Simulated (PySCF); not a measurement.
Cartesian coordinates in Å; atom numbers follow the order of the lines, from 1:
```xyz
20

C     2.5776   -0.0885   -0.0967
C     1.4459    0.3515   -1.0270
N     0.1349    0.1266   -0.4868
C    -0.3032    0.9962    0.5861
C    -1.8094    0.7946    0.7262
C    -2.0880   -0.7037    0.6170
Si   -0.7915   -1.3082   -0.6333
H     2.5540    0.4817    0.8287
H     2.4698   -1.1436    0.1420
H     3.5405    0.0692   -0.5758
H     1.5133   -0.2065   -1.9642
H     1.5612    1.4192   -1.2554
H    -0.0617    2.0358    0.3355
H     0.1989    0.7526    1.5334
H    -2.1732    1.2176    1.6643
H    -2.3070    1.3100   -0.0970
H    -3.1175   -0.8905    0.3226
H    -1.9416   -1.1850    1.5838
H    -0.1561   -2.5602   -0.1888
H    -1.2518   -1.4581   -2.0176
```

Geometry: GFN2-xTB; GIAO shifts from PySCF, gas phase, non-relativistic, averaged over equivalent atoms.

At PBE0/pcSseg-1 (191 basis functions, roughly 70 core-seconds):
| atoms | δ (ppm) |
| --- | --- |
| C4 | 56.3 |
| C2 | 46.8 |
| C5 | 29.5 |
| C1 | 15.2 |
| C6 | 12.4 |
| N3 | 43.4 |
| Si7 | -31.7 |
| H19/H20 | 4.86 |
| H11/H12 | 3.10 |
| H13/H14 | 2.92 |
| H15/H16 | 1.92 |
| H8/H9/H10 | 1.10 |
| H17/H18 | 1.06 |

References, each an isolated molecule treated in the same way: ¹³C (186.93 ppm) and ²⁹Si (349.16 ppm) and ¹H (31.72 ppm) against TMS; ¹⁵N (267.73 ppm) vs NH3.

Q: What do these become at LC-wPBE/pcSseg-1?

A: 
| atoms | δ at LC-wPBE/pcSseg-1 | change |
| --- | --- | --- |
| C4 | 53.5 | -2.8 |
| C2 | 43.7 | -3.1 |
| C5 | 27.1 | -2.4 |
| C1 | 15.2 | +0.0 |
| C6 | 9.8 | -2.6 |
| N3 | 31.5 | -11.9 |
| Si7 | -25.4 | +6.3 |
| H19/H20 | 4.66 | -0.20 |
| H11/H12 | 2.91 | -0.19 |
| H13/H14 | 2.76 | -0.16 |
| H15/H16 | 1.81 | -0.11 |
| H8/H9/H10 | 1.08 | -0.02 |
| H17/H18 | 0.94 | -0.12 |

Chemical shifts δ = σref − σ; TMS for ¹³C (σ = 191.02 ppm), ²⁹Si (σ = 356.74 ppm), ¹H (σ = 31.78 ppm); NH3 for ¹⁵N (σ = 269.56 ppm), all at this level.

The largest change is at N3 (nitrogen bonded to 2 C, Si, in a 5-membered ring). Cost: 191 basis functions, 52 s wall time on 1 thread of an Arm Neoverse V1, shared host. The order of the carbon signals is the same at both levels.

Experimental scales use liquid or dissolved standards, which lie at an offset from isolated NH3 (liquid NH3: subtract about 20 ppm).
